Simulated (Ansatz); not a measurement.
Species: C3H7O (charge -1, singlet). It need not be the lowest isomer of its formula. Whether it binds its extra electron was not tested at this geometry. 
Structure (B3LYP-D3(BJ)/def2-TZVP (Ansatz, a quantum-chemistry and plane-wave program) minimum search):
```
C
H 1 1.0967
H 1 1.0967 2 106.65
C 1 1.5281 2 110.49 3 -120.13
H 4 1.0956 1 110.66 2 -61.89
H 4 1.0956 5 107.00 1 120.64
H 4 1.0963 5 107.56 6 115.33
C 1 1.5643 2 107.38 3 114.85
O 8 1.3201 1 115.12 2 -57.18
H 8 1.1452 9 115.44 1 -120.65
H 8 1.1452 10 101.95 9 125.94
```
Charge -1, spin multiplicity 1.

Total electronic energies in hartree. Cores are frozen in the correlated levels unless marked. No spin-orbit coupling. Non-relativistic unless marked X2C. CBS marks a two-point X^-3 extrapolation of the correlation energy; Hartree-Fock from the larger set. [CCSD(T)-MP2]/basis is that difference in the basis named.

| level | program | energy (Eh) |
|---|---|---|
| HF/cc-pVQZ | Ansatz | -192.56809 |
| RI-HF/cc-pVTZ | Ansatz | -192.54973 |
| PBE-D4/def2-TZVPD | Ansatz + dftd4 | -193.57893 |
| BLYP-D4/def2-TZVPD | Ansatz + dftd4 | -193.75388 |
| BHLYP-D3(BJ)/def2-TZVPD | Ansatz + dftd3 | -193.70008 |
| BHLYP-D4/def2-TZVPD | Ansatz + dftd4 | -193.69937 |
| r2SCANh-D4/def2-TZVPD | Ansatz + dftd4 | … |
| LC-wPBE-D3(BJ)/def2-TZVPD | Ansatz + dftd3 | -193.70386 |
| LC-wPBE-D4/def2-TZVPD | Ansatz + dftd4 | -193.70595 |
| B2PLYP/def2-TZVPD | Ansatz | -193.64635 |
| MP2/6-31G | Ansatz | -192.79089 |
| CCSD/STO-3G | Ansatz | -190.11697 |
| CCSD(T)/aug-cc-pVDZ | Ansatz | -193.25624 |
| X2C-CCSD(T)/cc-pVTZ-DK | Ansatz | -193.50011 |
| RI-MP2/CBS(aug-cc-pVTZ,aug-cc-pVQZ)+[CCSD(T)-MP2]/aug-cc-pVTZ | Ansatz | -193.5236 |

**Question.** Complete the blanks.

**Answer.** 
- r2SCANh-D4/def2-TZVPD, energy (Eh): -193.69288
